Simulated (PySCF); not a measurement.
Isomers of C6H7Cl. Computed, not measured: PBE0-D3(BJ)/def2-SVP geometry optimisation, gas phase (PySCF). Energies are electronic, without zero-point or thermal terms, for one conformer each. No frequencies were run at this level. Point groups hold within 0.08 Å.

Problem. Order them by energy at this level, lowest first, and give relative energies in kJ/mol.
A. `[CH:1]#[C:2][CH2:3][C:4](=[CH2:5])[CH2:6][Cl:7]` with C2–C3–C4–C5 118°, C3–C4–C6–Cl7 -63°
B. `Cl[C@@H]1[C@@H]2C=CC[C@H]12`
C. `[CH2:1]=[CH:2]/[CH:3]=[CH:4]/[CH:5]=[CH:6]/[Cl:7]` with C1–C2–C3–C4 180°, C3–C4–C5–C6 180°
D. `ClC1=CC[C@@H]2C[C@H]12`

Solution. D (0.0), B (9.0), C (55.8), A (158.7).

As drawn, the lowest has a three-membered ring, which the highest lacks; the highest has a C≡C bond, which the lowest lacks. Neighbours under 10 kJ/mol apart (ClC1=CC[C@@H]2C[C@H]12 and Cl[C@@H]1[C@@H]2C=CC[C@H]12) can change places with a better method, another conformer or zero-point energy.

```tsv
SMILES	E (Eh)	E rel (kJ/mol)	dipole (D)	point group	A, B, C (MHz)
ClC1=CC[C@@H]2C[C@H]12	-692.27867	0.0	1.78	C1	4691, 1662, 1339
Cl[C@@H]1[C@@H]2C=CC[C@H]12	-692.27523	9.0	1.67	–	3705, 1958, 1877
C=C/C=C/C=C/Cl	-692.25741	55.8	1.30	Cs	21316, 574.4, 559.4
C#CCC(=C)CCl	-692.21823	158.7	1.62	C1	2762, 1492, 1110
```
